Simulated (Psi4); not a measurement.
Level of theory: Psi4 with SAPT0/jun-cc-pVDZ, frozen core.

Psi4 input:

```
molecule {
0 1
C 0.56245039 -0.00000000 0.00000000
O -0.56245039 0.00000000 -0.00000000
--
0 1
N 1.14873750 -1.06163021 1.76735136
H 1.72117846 -1.84966242 1.48685380
H 1.72980998 -0.45197920 2.33130525
H 0.41517674 -1.42001520 2.36802567
units angstrom
symmetry c1
no_reorient
no_com
}
set basis jun-cc-pvdz
set scf_type df
set freeze_core true
energy('sapt0')
```

Part of the output:

```
    SAPT Results
  --------------------------------------------------------------------------------------------------------
    Electrostatics                -46.42487783 [mEh]     -29.13205066 [kcal/mol]    -121.88849994 [kJ/mol]
      Elst10,r                    -46.42487783 [mEh]     -29.13205066 [kcal/mol]    -121.88849994 [kJ/mol]

    Exchange                       95.76706738 [mEh]      60.09474206 [kcal/mol]     251.43640078 [kJ/mol]
      Exch10                       95.76706738 [mEh]      60.09474206 [kcal/mol]     251.43640078 [kJ/mol]
      Exch10(S^2)                  89.80252147 [mEh]      56.35193299 [kcal/mol]     235.77648764 [kJ/mol]

    Induction                     -21.93270680 [mEh]     -13.76298130 [kcal/mol]     -57.58431377 [kJ/mol]
      Ind20,r                     -55.44167869 [mEh]     -34.79017862 [kcal/mol]    -145.56210735 [kJ/mol]
      Exch-Ind20,r                 42.72156786 [mEh]      26.80818856 [kcal/mol]     112.16546095 [kJ/mol]
      delta HF,r (2)               -9.21259596 [mEh]      -5.78099125 [kcal/mol]     -24.18766737 [kJ/mol]

    Dispersion                    -10.45605565 [mEh]      -6.56127398 [kcal/mol]     -27.45237034 [kJ/mol]
      Disp20                      -14.64908493 [mEh]      -9.19243958 [kcal/mol]     -38.46116720 [kJ/mol]
      Exch-Disp20                   4.19302928 [mEh]       2.63116560 [kcal/mol]      11.00879686 [kJ/mol]
      Disp20 (SS)                  -7.32454247 [mEh]      -4.59621979 [kcal/mol]     -19.23058360 [kJ/mol]
      Disp20 (OS)                  -7.32454247 [mEh]      -4.59621979 [kcal/mol]     -19.23058360 [kJ/mol]
      Exch-Disp20 (SS)              2.09641110 [mEh]       1.31551783 [kcal/mol]       5.50412659 [kJ/mol]
      Exch-Disp20 (OS)              2.09661818 [mEh]       1.31564777 [kcal/mol]       5.50467027 [kJ/mol]

  Total HF                         27.40948276 [mEh]      17.19971010 [kcal/mol]      71.96358706 [kJ/mol]
  Total SAPT0                      16.95342710 [mEh]      10.63843612 [kcal/mol]      44.51121673 [kJ/mol]
```
